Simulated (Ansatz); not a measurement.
Abstraction of Cl: SiH(CH3)Cl2 + CBrCl2 → SiH(CH3)Cl + CBrCl3

Gas-phase species: SiH(CH3)Cl2 (methyldichlorosilane), singlet; CBrCl2 `Cl[C](Cl)Br`, doublet; SiH(CH3)Cl, doublet; CBrCl3 (bromotrichloromethane) `ClC(Cl)(Cl)Br`, singlet. A radical takes Cl: the energy is the difference in strength between the Si–Cl bond broken and the C–Cl bond made.

Shapes, held fixed at every level: PBE0-D4/def2-TZVP. Programs: Ansatz 0.2.0. The zero-point and thermal change to 298 K, harmonic and unscaled (PBE0-D4/def2-TZVP), is -2.4 kJ/mol.

Q: Estimate ΔH(298 K) of this reaction.

A: The highest level, CCSD(T)/def2-TZVPP, gives ΔH(298 K) = +188.6 kJ/mol; the levels span +170.4 to +227.0. The column of differences is taken from that level and isn't an error. No measured value is set beside it here. Open shells run unrestricted. Relativity is left out for Br. Outer-core shells of Br are correlated, in sets that cover them unevenly.

```
                level                   kind  ΔH(298 K) (kJ/mol)  less CCSD(T)/def2-TZVPP
         MP2/def2-SVP    perturbation theory              +170.4                    -18.2
          HF/def2-SVP           Hartree–Fock              +225.4                    +36.8
        HF/def2-TZVPP           Hartree–Fock              +227.0                    +38.4
 r2SCAN-D4/def2-TZVPP               meta-GGA              +197.3                     +8.7
r2SCAN0-D4/def2-TZVPP          global hybrid              +204.3                    +15.7
     CCSD(T)/def2-SVP  coupled cluster or CI              +180.3                     -8.3
        CCSD/def2-SVP  coupled cluster or CI              +186.3                     -2.3
   CCSD(T)/def2-TZVPP  coupled cluster or CI              +188.6                      0.0
```
